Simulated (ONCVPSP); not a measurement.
**Reading a pseudo-wave (vanadium (V))**

Columns: radius, all-electron u(r) and pseudo u(r) of the 3p shell (level -77.29 eV) of vanadium in the configuration [Ne] 3s2 3p6 3d2; PBE, scalar-relativistic, ONCV scheme, ONCVPSP 4.0.1.

```json
{"r (bohr)": "0.070", "all-electron": "-0.3069", "pseudo": "0.0203"}
{"r (bohr)": "0.140", "all-electron": "-0.5455", "pseudo": "0.0795"}
{"r (bohr)": "0.210", "all-electron": "-0.5075", "pseudo": "0.1727"}
{"r (bohr)": "0.280", "all-electron": "-0.2856", "pseudo": "0.2924"}
{"r (bohr)": "0.350", "all-electron": "0.0103", "pseudo": "0.4291"}
{"r (bohr)": "0.420", "all-electron": "0.3074", "pseudo": "0.5720"}
{"r (bohr)": "0.490", "all-electron": "0.5664", "pseudo": "0.7101"}
{"r (bohr)": "0.560", "all-electron": "0.7721", "pseudo": "0.8339"}
{"r (bohr)": "0.630", "all-electron": "0.9214", "pseudo": "0.9354"}
{"r (bohr)": "0.700", "all-electron": "1.0181", "pseudo": "1.0097"}
{"r (bohr)": "0.770", "all-electron": "1.0697", "pseudo": "1.0547"}
{"r (bohr)": "0.840", "all-electron": "1.0847", "pseudo": "1.0711"}
{"r (bohr)": "0.910", "all-electron": "1.0715", "pseudo": "1.0622"}
{"r (bohr)": "0.980", "all-electron": "1.0376", "pseudo": "1.0323"}
{"r (bohr)": "1.050", "all-electron": "0.9892", "pseudo": "0.9868"}
{"r (bohr)": "1.120", "all-electron": "0.9315", "pseudo": "0.9307"}
{"r (bohr)": "1.190", "all-electron": "0.8683", "pseudo": "0.8681"}
{"r (bohr)": "1.260", "all-electron": "0.8027", "pseudo": "0.8026"}
{"r (bohr)": "1.330", "all-electron": "0.7368", "pseudo": "0.7367"}
{"r (bohr)": "1.400", "all-electron": "0.6724", "pseudo": "0.6723"}
{"r (bohr)": "1.470", "all-electron": "0.6105", "pseudo": "0.6104"}
{"r (bohr)": "1.540", "all-electron": "0.5519", "pseudo": "0.5518"}
{"r (bohr)": "1.610", "all-electron": "0.4971", "pseudo": "0.4970"}
{"r (bohr)": "1.680", "all-electron": "0.4462", "pseudo": "0.4461"}
{"r (bohr)": "1.750", "all-electron": "0.3993", "pseudo": "0.3993"}
{"r (bohr)": "1.820", "all-electron": "0.3565", "pseudo": "0.3564"}
```

How many radial nodes do the two functions have?

The all-electron 3p function has n − l − 1 = 1; the pseudo-wave has 0, since the states of the same l below it are removed with the core.

At about which radius was the pseudo-wave matched?

1.40 bohr. The columns agree to 0.0005 from 1.19 bohr on; several derivatives are matched, so the curves merge somewhat inside the radius.

Where does each function peak?

Outermost all-electron maximum near 0.84 bohr, pseudo maximum near 0.84 bohr (to the table’s step).

Is the pseudo-wave norm-conserving?

Yes: the ONCV scheme keeps the norm inside the radius equal to the all-electron one, which fixes the energy derivative of the logarithmic derivative at the level.
